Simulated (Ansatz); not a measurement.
Reaction (ligand exchange at a Ga–C bond): `C=[C]([GaH2])[InH2]` + `[SiH3]CS` → `[SiH3]C[S][GaH2]` + `C=[CH][InH2]`

Program: Ansatz. Geometries: PBE0-D4/def2-TZVP. ΔE: electronic, gas phase. CCSD(T)/CBS is the MP2 limit (def2-TZVPP, def2-QZVPP) plus CCSD(T) − MP2 in def2-TZVPP, frozen cores. Functionals use def2-TZVPP. B3LYP here is the variant with VWN-RPA as its local correlation; programs differ in this. def2 core potentials past Kr. For Ga, In outer-core shells are correlated without core-valence functions, which leaves a few kJ/mol of doubt a bond. Scalar relativity is left out up to krypton. One conformer a species, not always the lowest.

Q: Is it downhill or uphill in electronic energy at CCSD(T)/CBS, and by how much? (Best estimate.)

A: The calculation gave: Downhill: ΔE = -23.7 kcal/mol.

Q: What do these levels give: PBE-D4, revPBE-D4, BLYP-D4, B97M-V, CAM-B3LYP-D4, B2PLYP, PBE, B3LYP, r2SCAN0, CCSD/def2-SVP, CCSD/def2-TZVPP, CCSD/CBS(def2)? (Best estimate.)

A: Computed: PBE-D4 -25.0, revPBE-D4 -25.0, BLYP-D4 -25.0, B97M-V -25.4, CAM-B3LYP-D4 -24.5, B2PLYP -24.2, PBE -24.7, B3LYP -24.6, r2SCAN0 -25.3, CCSD/def2-SVP -24.1, CCSD/def2-TZVPP -23.4, CCSD/CBS(def2) -23.7 kcal/mol.

Largest T1 diagnostic among the species: 0.014.

Leaving LDA and LC-ωPBE aside and taking each functional with its dispersion term where it has one, the values, not all of them listed here, spread over 1.4 kcal/mol, from r2SCAN-D4 to B2PLYP. In def2-TZVPP, CCSD(T) changes the Hartree–Fock value by +1.4 kcal/mol (the triples alone add +0.0 kcal/mol) and MP2 by +1.6 kcal/mol.
